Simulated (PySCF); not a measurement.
## Pb³⁺ (lead, charge +3) across methods

[Xe] 4f14 5d10 6s1, 2S determinant. Computed with PySCF 2.14 in aug-cc-pVTZ-PP with ECP60MDF, with a scalar-relativistic core potential.

```csv
method,E (hartree),mean ε 5d α (eV),mean ε 5d β (eV),mean ε 6s α (eV),Σ⟨r²⟩ (bohr²),⟨S²⟩
BLYP,-190.8789,-49.352,-49.005,-37.847,32.28,0.750
M06-2X,-190.8020,-54.115,-53.669,-40.091,32.14,0.750
UHF,-190.01527,-57.596,-57.148,-40.791,32.18,0.751
PBE0,-190.9074,-51.830,-51.419,-38.835,32.15,0.750
LDA,-190.5949,-49.624,-49.264,-38.321,32.34,0.750
wB97X,-190.9564,-54.167,-53.876,-40.937,32.07,0.750
r2SCAN,-190.9873,-50.182,-49.685,-38.109,32.05,0.751
B97-3,-190.9605,-51.926,-51.561,-38.678,32.10,0.750
PBE,-190.9247,-49.516,-49.118,-37.875,32.22,0.750
```

Energies and moments cover only the electrons outside the core potential. Spin-orbit coupling, which splits the p, d and f shells strongly at this Z, is absent.
